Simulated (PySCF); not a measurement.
Identify the unknown among the candidates.

| technique | computed result |
| --- | --- |
| UV, strongest line | among the 8 lowest singlet transitions: S8 at 6.95 eV (178 nm, f = 0.473) [TDDFT CAM-B3LYP/def2-SVPD] |
| Dipole | 4.39 D [CAM-B3LYP/def2-SVPD] |
| Rotational structure | rotational constants A, B, C: 5.308, 1.531, 1.199 GHz [GFN2-xTB] |
| Polarisability | 84.8 au [CAM-B3LYP/def2-SVPD] |
| Triplet | lowest triplet excitation (Tamm–Dancoff): 4.12 eV [TDA CAM-B3LYP/def2-SVPD] |
| UV, first state | lowest singlet excitation: 5.19 eV (239 nm, f = 0.019) [TDDFT CAM-B3LYP/def2-SVPD] |

Electronic properties: PySCF, gas phase, density fitting. Levels stand in brackets. Geometry: GFN2-xTB, one conformer, isolated molecule.

Question: Which candidate is it?
A. `C#C[C@H](C#N)CCN`
B. `Cc1ccnnc1C`
C. `CNc1ccncc1`
D. `Cc1cnncc1C`

Answer: C. It is `CNc1ccncc1`. Numbering: `[CH3:1][NH:2][c:3]1[cH:4][cH:5][n:6][cH:7][cH:8]1`. Its formula, C6H8N2, gives 4 degrees of unsaturation: 1 ring and 3 π bonds in the structure found (Kekulé form). The optimised geometry has point group C1 and is an asymmetric top.

The others, at the same levels:
- `Cc1cnncc1C` fails: its computed lowest singlet excitation is 3.76 eV (330 nm, f = 0.005) (against 5.19 eV), lowest triplet excitation (Tamm–Dancoff) is 2.96 eV (against 4.12 eV) and strongest line among the 8 lowest singlet transitions is S5 at 6.36 eV (195 nm, f = 0.041) (against S8 at 6.95 eV).
- `C#C[C@H](C#N)CCN` fails: its computed lowest singlet excitation is 6.51 eV (190 nm, f = 0.018) (against 5.19 eV), lowest triplet excitation (Tamm–Dancoff) is 5.49 eV (against 4.12 eV) and strongest line among the 8 lowest singlet transitions is S6 at 7.71 eV (161 nm, f = 0.062) (against S8 at 6.95 eV).
- `Cc1ccnnc1C` fails: its computed lowest singlet excitation is 3.76 eV (329 nm, f = 0.004) (against 5.19 eV), lowest triplet excitation (Tamm–Dancoff) is 2.98 eV (against 4.12 eV) and strongest line among the 8 lowest singlet transitions is S8 at 7.19 eV (172 nm, f = 0.036) (against S8 at 6.95 eV).

Each candidate is one conformer, not necessarily the lowest. The conformers computed, where there is a choice (atom-mapped SMILES and torsion angles):
- `[CH3:1][NH:2][c:3]1[cH:4][cH:5][n:6][cH:7][cH:8]1`: C1–N2–C3–C4 -168°
- `[CH:1]#[C:2][C@H:3]([C:4]#[N:5])[CH2:6][CH2:7][NH2:8]`: C2–C3–C6–C7 -172°, C3–C6–C7–N8 60°, H–N8–C7–C6 69°, H–N8–C7–C6 -172°
